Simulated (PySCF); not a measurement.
Species: C3H9BN2.
Cartesian coordinates in Å at the PBE0-D3(BJ)/def2-SVP level; atoms count from 1:
```xyz
15
C3H9BN2 angstrom
N      1.4997   -1.0995    0.5888
B      0.9769    0.0093   -0.1193
N      1.7615    1.1569   -0.3929
C     -0.5251   -0.0203   -0.6165
C     -1.5949    0.7139    0.1572
C     -1.5965   -0.7821    0.1154
H      0.9656   -1.9483    0.7013
H      2.4411   -1.1579    0.9501
H      1.3631    1.9795   -0.8203
H      2.7294    1.2655   -0.1259
H     -0.6516    0.0212   -1.7059
H     -2.3732    1.2459   -0.3979
H     -1.3092    1.2027    1.0939
H     -2.3785   -1.2793   -0.4656
H     -1.3193   -1.3163    1.0302
```

Theory: PySCF, TDDFT CAM-B3LYP/def2-SVPD, vertical, gas phase, core orbitals frozen in the response.

Computed states:

```csv
state,E (eV),f
S1,6.07,0.0004
S2,7.07,0.058
S3,7.63,0.0092
S4,7.68,0.018
S5,7.79,0.0062
S6,7.85,0.094
```

Each state is given a Gaussian of 0.3 eV full width at half maximum, with ε(max) = 2.175×10⁸ f / Δν̃ (Δν̃ the width in cm⁻¹). The width is an assumption, not a result. The curve ends short of the highest state used, and states not computed would add to its high-energy end.

Task: What does the envelope look like, and where are its maxima?

Result: 
E (eV), ε (L mol⁻¹ cm⁻¹) and a bar:
```
     5.62          0 
     5.65          0 
     5.68          0 
     5.71          1 
     5.74          1 
     5.77          2 
     5.80          4 
     5.83          6 
     5.86          9 
     5.89         13 
     5.92         18 
     5.95         23 
     5.98         28 
     6.01         33 
     6.04         36 
     6.07         37 
     6.10         36 
     6.13         33 
     6.16         29 
     6.18         26 
     6.21         21 
     6.24         16 
     6.27         11 
     6.30          7 
     6.33          5 
     6.36          3 
     6.39          2 
     6.42          1 
     6.45          0 
     6.48          0 
     6.51          0 
     6.54          1 
     6.57          3 
     6.60          6 
     6.63         14 
     6.66         32 
     6.69         65 
     6.72        127 #
     6.75        235 #
     6.78        410 ##
     6.81        678 ####
     6.84       1061 ######
     6.87       1570 #########
     6.90       2198 #############
     6.92       2667 ###############
     6.95       3404 ####################
     6.98       4111 ########################
     7.01       4696 ###########################
     7.04       5075 #############################
     7.07       5189 ##############################
     7.10       5019 #############################
     7.13       4593 ###########################
     7.16       3977 #######################
     7.19       3260 ###################
     7.22       2530 ###############
     7.25       1865 ###########
```

Maxima: 204 nm (6.07 eV), ε about 37, made up of S1 (100%); 175 nm (7.07 eV), ε about 5200, made up of S2 (100%) (ε in L mol⁻¹ cm⁻¹; maxima over ε = 5, shares over 10%).

Task: Coming from long wavelengths, where does ε first pass 100 L mol⁻¹ cm⁻¹?

Result: At about 185 nm (6.71 eV), 0.64 eV above S1.

Task: What would ε be at 7.07 eV, the highest of these maxima, with half the width (0.15 eV)?

Result: About 10400 L mol⁻¹ cm⁻¹ against 5190, a factor of about 2.00; a lone state at its own centre would give exactly 2.

One conformer stands for the species.
